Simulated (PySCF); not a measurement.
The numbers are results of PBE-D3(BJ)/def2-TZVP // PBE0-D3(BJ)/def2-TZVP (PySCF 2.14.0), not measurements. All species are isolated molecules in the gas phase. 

Reference species (SMILES): `Cl[C]Cl` (excited triplet) (neutral, multiplicity 3).

* **dipole moment**: 0.49 D

Changed species: `Cl[C]C#C` (triplet; the order of the spin states depends on the level) (X = ethynyl, multiplicity 3; the reference has X = chloro, multiplicity 3).

### Question
Predict the effect on the dipole moment.

### Answer
the dipole moment rises by 0.19 D, to 0.68 D.
